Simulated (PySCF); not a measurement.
One molecule, one basis, several functionals.

Compound: C2H4Al2Cl2.
SMILES: `C#[C][AlH-]1[Cl+][AlH2-][Cl+]1`

PySCF, def2-SVPD basis, density fitting, gas phase, PBE0-D3(BJ)/def2-SVP geometry; singlet excitations by full TDDFT with frozen cores, triplets by Tamm–Dancoff TDDFT and ionisation energies by ΔSCF, from the lowest of the holes tried. One functional is left out:

```json
{"functional": "LDA", "exact exchange (%)": "0", "HOMO energy (eV)": "-7.29", "LUMO energy (eV)": "-2.25", "lowest singlet excitation (eV)": "5.08", "lowest triplet excitation (eV)": "4.73", "mean polarisability (au)": "106.2", "vertical ionisation energy (eV)": "10.44"}
{"functional": "PBE", "exact exchange (%)": "0", "HOMO energy (eV)": "-7.11", "LUMO energy (eV)": "-1.99", "lowest singlet excitation (eV)": "5.15", "lowest triplet excitation (eV)": "4.62", "mean polarisability (au)": "104.4", "vertical ionisation energy (eV)": "10.40"}
{"functional": "PBE0", "exact exchange (%)": "25", "HOMO energy (eV)": "-8.32", "LUMO energy (eV)": "-1.19", "lowest singlet excitation (eV)": "5.58", "lowest triplet excitation (eV)": "4.63", "mean polarisability (au)": "100.1", "vertical ionisation energy (eV)": "10.40"}
{"functional": "BHandHLYP", "exact exchange (%)": "50", "HOMO energy (eV)": "-9.34", "LUMO energy (eV)": "-0.34", "lowest singlet excitation (eV)": "5.58", "lowest triplet excitation (eV)": "4.62", "mean polarisability (au)": "96.8", "vertical ionisation energy (eV)": "10.40"}
```

Predict the row of B3LYP (20 % exact exchange) by straight lines through the other rows, and check it.

```csv
property,line,computed,computed − line,"PBE0 (25 %), for comparison"
HOMO energy (eV),-8.07,-8.05,+0.02,-8.32
LUMO energy (eV),-1.40,-1.36,+0.04,-1.19
lowest singlet excitation (eV),5.36,5.48,+0.12,5.58
lowest triplet excitation (eV),4.65,4.71,+0.06,4.63
mean polarisability (au),101.7,100.8,-0.9,100.1
vertical ionisation energy (eV),10.41,10.34,-0.07,10.40
```

Which of these properties follows the share of exact exchange most closely, and which least?

Most closely the HOMO energy, least the lowest triplet excitation; the correlations over the tabulated rows are HOMO energy -0.997, LUMO energy 0.992, mean polarisability -0.979, lowest singlet excitation 0.899, vertical ionisation energy -0.522, lowest triplet excitation -0.520. The HOMO energy moves by -0.430 eV for every 10 %. Functionals with the same share still differ in their other parts: at 0 % LDA and PBE differ by 0.18 eV in it.
